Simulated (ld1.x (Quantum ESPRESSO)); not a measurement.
**Before and after: TM potential for Sn**

- Element: tin (Sn)
- Generator: ld1.x (Quantum ESPRESSO) 7.5
- Type: norm-conserving Troullier–Martins (Kleinman–Bylander form)
- Functional: PBEsol
- Relativity: fully relativistic
- Frozen core: [Kr] 4d10
- Valence charge: 4
- Reference configuration: 5s2 5p2
- Partial waves: 5p (bound): rc 2.65 bohr; 5s (bound): rc 1.75 bohr
- Local potential: the s channel
- Core correction: Bessel-smoothed model core, default radius (core density twice the valence density)

Open shells are filled in proportion to 2j + 1 (rel_dist='average').

Change: core correction none.

Cutoffs: the cutoffs (Ry, on a coarse ladder) from which the occupation-weighted sum of valence levels, in a spherical-Bessel basis at the reference potential, stays within 10 and 1 mRy of its value at 400 Ry; they do not see the model core or the augmentation charge, which bear on the density cutoff. Errors are all-electron minus pseudo energies relative to the spin-unpolarised reference configuration.

Problem. What does the change do?

Solution. The potential gets neither clearly harder nor softer (21 Ry and 50 Ry → 21 Ry and 50 Ry); of the 7 tests that both files solve, the error grows in 0 and shrinks in 5 by more than 15 % and 0.3 meV (median size 15.3 → 8.6 meV); neither file shows a bound ghost. The default core radius of the base comes out at 1.76 bohr.

```csv
quantity,base,changed
"cutoff, loose",21 Ry,21 Ry
"cutoff, tight",50 Ry,50 Ry
bound ghosts,none,none
"error for 5s2 5p1, meV [ΔE 6.91 eV]",-6.9,-5.2
"error for 5s2 5p0, meV [ΔE 20.90 eV]",-61,-20
"error for 5s1 5p0, meV [ΔE 51.91 eV]",-349,+48
"error for 5s2 5p1.5, meV [ΔE 2.63 eV]",-1.0,-1.0
"error for 5s1 5p2, meV [ΔE 14.58 eV]",-36,+8.6
"error for 5s2 5p2.3, meV [ΔE -0.86 eV]",-0.1,-0.2
"error for 5s1 5p3, meV [ΔE 6.99 eV]",-15,+9.9
s: phases at 2.91 bohr within 0.05 rad from the reference energy up to (Ry; the scan ends near 5),1.7,1.7
p1/2: phases at 2.91 bohr within 0.05 rad from the reference energy up to (Ry; the scan ends near 5),2.9,2.9
p3/2: phases at 2.91 bohr within 0.05 rad from the reference energy up to (Ry; the scan ends near 5),2.8,2.8
```
